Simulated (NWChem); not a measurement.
# CH$_{4}$BCl$_{2}$N; SMILES CNB(Cl)Cl

```xyz
9

B     -0.0733    -0.1673     0.0000
Cl    -0.4052    -1.9061     0.0000
Cl     1.6065     0.3841     0.0000
N     -1.1335     0.7295     0.0000
C     -1.0893     2.1710     0.0000
H     -2.0650     0.3281     0.0000
H     -1.5832     2.5908     0.8919
H     -1.5832     2.5908    -0.8919
H     -0.0444     2.5058     0.0000
```
Atoms are numbered in this order, from 1.

Geometry: optimised at PBE0/def2-SVP.

Q: Give the principal values of the shielding tensors (ppm) of B1, Cl2, Cl3, N4, C5 from Hartree-Fock/6-31G* (spherical d), GIAO (NWChem), with their diamagnetic and paramagnetic parts as GIAO splits them.

A: 
```
atom    σ11    σ22     σ33  isotropic  diamagnetic  paramagnetic
----  -----  -----  ------  ---------  -----------  ------------
B1     66.9   95.1   100.1       87.4        197.8        -110.4
Cl2   783.3  918.3  1038.2      913.3       1147.7        -234.4
Cl3   778.5  993.7  1001.9      924.7       1147.6        -222.9
N4    106.1  222.6   232.3      187.0        322.9        -135.9
C5    155.3  163.7   197.8      172.3        245.9         -73.6
```
